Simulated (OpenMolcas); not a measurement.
Computed levels of 5d5 in ions with 73 electrons, in cm-1 above 6S 5/2.

```json
{"Program": "OpenMolcas 26.06", "Method": "CASSCF", "Basis": "ANO-R2", "Scalar Hamiltonian": "X2C, finite nucleus", "Spin-orbit coupling": "state interaction with AMFI integrals over the reference wave functions, term energies averaged over their components"}
```

Active space for each ion: 5 electrons in 5 orbitals (5d).

| Level | Re2+ | Os3+ | Ir4+ | Au6+ |
| --- | --- | --- | --- | --- |
| 4G 7/2 | 22705 | 25258 | 27491 | 31266 |
| 4G 11/2 | 23174 | 25952 | 28445 | 32819 |
| 4G 9/2 | 23680 | 26698 | 29483 | 34618 |
| 4P 1/2 | 26274 | 29438 | 32324 | 37601 |
| 4D 7/2 | 28558 | 32230 | 35717 | 42538 |
| 4D 1/2 | 31298 | 35842 | 40239 | 49112 |
| 2I 11/2 | 32553 | 36661 | 40528 | 48110 |
| 2I 13/2 | 34697 | 39489 | 44057 | 53047 |
| 2H 9/2 | 41246 | 46792 | 52017 | 62111 |

Estimate 4G 7/2, 4G 11/2 for Pt5+ from its neighbours Ir4+ and Au6+.

4G 7/2 is another term, which grows about linearly with the charge: (27491 + 31266) / 2 = 29378. The calculation gives 29400, so the estimate is off by -0.1 %.
4G 11/2 is another term, which grows about linearly with the charge: (28445 + 32819) / 2 = 30632. The calculation gives 30649, so the estimate is off by -0.1 %.

Mixed levels, with the weight of the term that names them: Re2+ 4P 1/2 (69 %), Re2+ 4D 1/2 (72 %), Re2+ 2H 9/2 (56 %), Os3+ 4P 1/2 (67 %), Os3+ 4D 1/2 (71 %), Os3+ 2H 9/2 (55 %), Ir4+ 4G 7/2 (73 %), Ir4+ 4P 1/2 (66 %), Ir4+ 4D 7/2 (73 %), Ir4+ 4D 1/2 (70 %), Ir4+ 2H 9/2 (55 %), Pt5+ 4G 7/2 (68 %), Pt5+ 4P 1/2 (64 %), Pt5+ 4D 7/2 (68 %), Pt5+ 4D 1/2 (70 %), Pt5+ 2I 11/2 (73 %), Pt5+ 2H 9/2 (54 %), Au6+ 4G 7/2 (63 %), Au6+ 4G 11/2 (74 %), Au6+ 4P 1/2 (63 %), Au6+ 4D 7/2 (62 %), Au6+ 4D 1/2 (70 %), Au6+ 2I 11/2 (70 %), Au6+ 2H 9/2 (53 %).

Without dynamic correlation excited terms often stand tens of per cent too high (terms of higher spin than the ground term too low), and those without a measured partner can miss by more than the paired ones. Configurations with an s electron lie low in 5d ions of this charge, fall among these levels and mix in, so low-spin terms can stand far too high, up to twice their true height, and weights are not those of the real levels (holds for Re2+). Some levels mix across a computed gap that differs much from the measured one, so their mixing is not that of the real levels (holds for Re2+). Only configurations of the active space appear.
